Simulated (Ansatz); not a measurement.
Gas-phase electronic energies from Ansatz, PBE0-D4/def2-TZVP geometries. CCSD(T)/CBS adds triple-zeta CCSD(T) − MP2 to the extrapolated MP2 energy (def2 sets, frozen cores). This one scheme is used for every species. Functionals use def2-TZVPP. B3LYP here is the variant with VWN-RPA as its local correlation; programs differ in this. Elements past krypton have def2 core potentials. For In, Se outer-core shells are correlated without core-valence functions, which leaves a few kJ/mol of doubt a bond. Scalar relativity is left out up to krypton. One conformer a species, not always the lowest.

`[CH3][In]([Cl])[SeH]` + H–F → `[F][In]([Cl])[SeH]` + CH₄  (ligand exchange at the In–C bond)

Question: Is it downhill or uphill in electronic energy at CCSD(T)/CBS, and by how much? (Best estimate.)

Answer: Computed: Downhill: ΔE = -60.2 kJ/mol.

Question: What do these levels give: PBE-D4, r2SCAN-D4, r2SCAN0-D4, revPBE, B3LYP, r2SCANh, HF/def2-TZVPP, SCS-MP2/def2-TZVPP, CCSD/def2-TZVPP, CCSD(T)/def2-TZVPP, SCS-MP2/def2-QZVPP, CCSD/CBS(def2)? (Estimate.)

Answer: Computed: PBE-D4 -66.1, r2SCAN-D4 -73.1, r2SCAN0-D4 -65.6, revPBE -73.3, B3LYP -77.4, r2SCANh -70.9, HF/def2-TZVPP -83.2, SCS-MP2/def2-TZVPP -60.5, CCSD/def2-TZVPP -58.7, CCSD(T)/def2-TZVPP -57.3, SCS-MP2/def2-QZVPP -62.8, CCSD/CBS(def2) -61.6 kJ/mol.

Largest T1 diagnostic among the species: 0.013.

Leaving LDA and LC-ωPBE aside and taking each functional with its dispersion term where it has one, the values, not all of them listed here, spread over 25.7 kJ/mol, from B97M-V to PBE-QIDH. LDA lies +15.4 kJ/mol from PBE without D4. In def2-TZVPP, CCSD(T) changes the Hartree–Fock value by +25.9 kJ/mol (the triples alone add +1.4 kJ/mol) and MP2 by +31.9 kJ/mol.
